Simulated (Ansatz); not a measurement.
Potential energy surface of H2Be, singlet: symmetric bend, bond length relaxed. Scanned: H-Be-H angle. Other coordinates (Be-H bond length) were minimised at B3LYP/def2-TZVP.

Levels of theory: RKS-PBE0/aug-cc-pVDZ = restricted PBE0/aug-cc-pVDZ (Ansatz, an electronic-structure program); RKS-PBE/aug-cc-pVDZ = restricted PBE/aug-cc-pVDZ (Ansatz); CCSD(T)/aug-cc-pVDZ = CCSD(T) on RHF/aug-cc-pVDZ, frozen core (Ansatz); RKS-CAM-B3LYP/aug-cc-pVDZ = Ansatz with restricted CAM-B3LYP/aug-cc-pVDZ; CCSDT(Q)/aug-cc-pVDZ = Ansatz with CCSDT(Q) on RHF/aug-cc-pVDZ, frozen core; FCI/aug-cc-pVDZ = full CI/aug-cc-pVDZ, frozen core (Ansatz).

Cost and accuracy over the 13 points of the scan, with FCI/aug-cc-pVDZ as yardstick. Costs are rough ratios of core time within Ansatz on shared cores, each with its mean field (Kohn-Sham runs search longer for lower solutions than correlated ones do); the miss is the largest error against full CI of the profile after the mean shift, in kJ/mol.

**Question.** Which is the cheapest of these levels that stays within 1.1 kJ/mol of FCI/aug-cc-pVDZ?

**Answer.** CCSD(T)/aug-cc-pVDZ.

```json
[
 {"level": "RKS-PBE0/aug-cc-pVDZ", "relative cost": "1", "largest error": "9.1"},
 {"level": "RKS-PBE/aug-cc-pVDZ", "relative cost": "1", "largest error": "17.4"},
 {"level": "CCSD(T)/aug-cc-pVDZ", "relative cost": "1", "largest error": "0.4"},
 {"level": "RKS-CAM-B3LYP/aug-cc-pVDZ", "relative cost": "1", "largest error": "1.8"},
 {"level": "CCSDT(Q)/aug-cc-pVDZ", "relative cost": "7", "largest error": "0.0"}
]
```

Costs within a factor of two of each other count as equal.
